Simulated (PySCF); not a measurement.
A PySCF script (with the pyscf-properties extension) for the NMR shieldings of `C#C[Si]1(SCC#N)SCCS1`, C$_{6}$H$_{7}$NS$_{3}$Si, on a GFN2-xTB geometry:

```python
import basis_set_exchange as bse
import numpy as np
from pyscf import gto, dft
from pyscf.prop import nmr

atoms = """
C     0.813784    2.782684    1.166057
C     0.461169    1.644138    1.000303
Si   -0.014052   -0.117506    0.709889
S     1.602534   -1.432448    1.246230
C     2.736612   -1.050134   -0.149746
C     3.289161    0.262689    0.000606
N     3.708439    1.315431    0.150165
S    -0.586471   -0.382252   -1.351444
C    -2.347241   -0.114349   -0.981660
C    -2.785088   -0.958514    0.191985
S    -1.864432   -0.541287    1.714737
H     1.119996    3.778113    1.315053
H     3.526604   -1.801042   -0.106369
H     2.186599   -1.133391   -1.088506
H    -2.490463    0.948020   -0.782166
H    -2.895487   -0.393043   -1.881622
H    -2.634290   -2.019504   -0.010355
H    -3.836133   -0.781288    0.418528
"""
names = dict.fromkeys(["C", "Si", "S", "N", "H"], "pcSseg-1")
basis = {el: gto.basis.parse(bse.get_basis(n, elements=[el], fmt="nwchem")) for el, n in names.items()}
mol = gto.M(atom=atoms, basis=basis, charge=0, verbose=0)
mf = dft.RKS(mol, xc="PBE0")
mf.grids.level = 2
mf.grids.alignment = dft.numint.BLKSIZE   # the property module wants whole blocks of grid points
mf.conv_tol = 1e-9
mf.kernel()

calc = nmr.RKS(mf)   # GIAO
C = mf.mo_coeff
Co = C[:, mf.mo_occ > 0]
resp = mf.gen_response(singlet=True, hermi=2)
def vind(x):   # induced exchange potential for any number of trial vectors
    d = np.einsum("pi,xij,qj->xpq", C, 2 * x.reshape(-1, C.shape[1], Co.shape[1]), Co, optimize=True)
    return np.einsum("xpq,pi,qj->xij", resp(d - d.transpose(0, 2, 1)), C, Co, optimize=True).ravel()
mo1, _ = nmr.rhf.solve_mo1(calc, with_cphf=vind)
sigma = calc.kernel(mo1)
for i, s in enumerate(sigma):   # ppm
    w = np.linalg.eigvalsh((s + s.T) / 2)
    print("%2d %-2s iso %8.1f  s11 %8.1f  s22 %8.1f  s33 %8.1f" % (i, mol.atom_pure_symbol(i), w.mean(), *w))
```

Q: What does it print?

A: 
```
 0 C  iso     76.3  s11      2.2  s22      9.3  s33    217.4
 1 C  iso     96.4  s11     -3.2  s22      2.4  s33    290.1
 2 Si iso    317.4  s11    261.2  s22    338.5  s33    352.5
 3 S  iso    562.0  s11    463.9  s22    567.5  s33    654.7
 4 C  iso    169.5  s11    160.4  s22    166.5  s33    181.6
 5 C  iso     67.3  s11    -50.5  s22    -39.9  s33    292.4
 6 N  iso    -45.5  s11   -220.1  s22   -190.1  s33    273.7
 7 S  iso    564.9  s11    473.1  s22    535.1  s33    686.4
 8 C  iso    145.7  s11    114.8  s22    154.3  s33    168.2
 9 C  iso    144.4  s11    111.6  s22    154.8  s33    167.0
10 S  iso    577.7  s11    479.8  s22    543.7  s33    709.6
11 H  iso     29.0  s11     24.2  s22     24.7  s33     38.3
12 H  iso     28.4  s11     22.0  s22     26.1  s33     37.1
13 H  iso     28.6  s11     23.2  s22     29.4  s33     33.3
14 H  iso     28.8  s11     23.4  s22     26.5  s33     36.4
15 H  iso     28.5  s11     21.4  s22     26.4  s33     37.8
16 H  iso     28.8  s11     23.4  s22     26.3  s33     36.8
17 H  iso     28.5  s11     21.6  s22     26.3  s33     37.7
```

These numbers come from an equivalent density-fitted implementation of the same equations, which agrees with the script to about 0.01 ppm for H and up to a few tenths of a ppm for heavy atoms, so last digits may differ.

Q: Turn these shieldings into chemical shifts. Chemical shifts δ = σref − σ; TMS for ¹³C (186.93 ppm), ²⁹Si (349.16 ppm), ¹H (31.72 ppm); ³³S (503.73 ppm) against CS2; ¹⁵N (267.73 ppm) vs NH3, all at this level.

A: Averaging equivalent atoms: C 5: 119.6; C 0: 110.6; C 1: 90.5; C 8/9: 41.8; C 4: 17.4; Si 2: 31.8; S 3: -58; S 7/10: -68; N 6: 313.2; H 12/13: 3.19; H 14/17: 3.06; H 15/16: 3.04; H 11: 2.67 ppm. Experimental scales use liquid or dissolved standards, which lie at an offset from isolated NH3 (liquid NH3: subtract about 20 ppm). Unscaled 15N shifts of sp2 nitrogen come out 20 to 40 ppm too high even then.

Size and cost of the density-fitted run: 250 basis functions, 69 s wall time on 1 thread of an Arm Neoverse V1, shared host.
